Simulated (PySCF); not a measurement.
# Spin states of CaO

Unrestricted PBE0; basis Ca aug-pcseg-1, O aug-pcseg-1; no relativity; PySCF 2.14. Outer shells of the fragments: Ca 4s2; O 2s2 2p4.

Followed along the bond (rough minima from three points):

```
2Ms+1  unpaired  ⟨S²⟩ at the start  R at minimum (Å)  Te (eV)
    1      none               0.00              1.82     0.00
    3  σ ↑, π ↑               2.00              2.09     0.84
    1  σ ↓, π ↑               1.00              2.09     0.85
```

Solutions found at the starting distance of 2.190 Å, counted from the lowest of them; the search is not exhaustive and high or unbound solutions are not listed, so other states can lie among these:

```csv
2Ms+1,unpaired,term,E (eV),⟨S²⟩,⟨Lz²⟩,μ (D)
3,"σ ↑, π ↑",³Π,0.00,2.00,1.01,-3.75
1,"σ ↓, π ↑",mixed,0.01,1.00,1.01,-3.75
1,none,¹Σ⁺,0.15,0.00,0.00,-10.50
3,π ↑↑,mixed,1.67,2.00,2.01,-3.25
1,π ↑↓,mixed,1.70,1.01,2.01,-3.22
3,π ↑↑,mixed,1.71,2.00,2.01,-3.23
```

A term symbol is given only where ⟨S²⟩ and ⟨Lz²⟩ are close to those of a pure state; real π, δ and φ orbitals otherwise mix terms. A positive dipole means Ca(−)O(+).

Task: Compare the gap between the two lowest followed solutions at the starting distance with the gap between their minima.

Result: At PBE0 the second solution (triplet, unpaired electrons σ ↑, π ↑) lies -0.15 eV from the first (singlet, closed shell) at 2.190 Å and +0.84 eV at the minima; the two curves relax by different amounts, since their minima lie near 2.09 and 1.82 Å.

Counting both spins, an empty level lies below a filled one in some of these solutions, because spin and occupation are held.
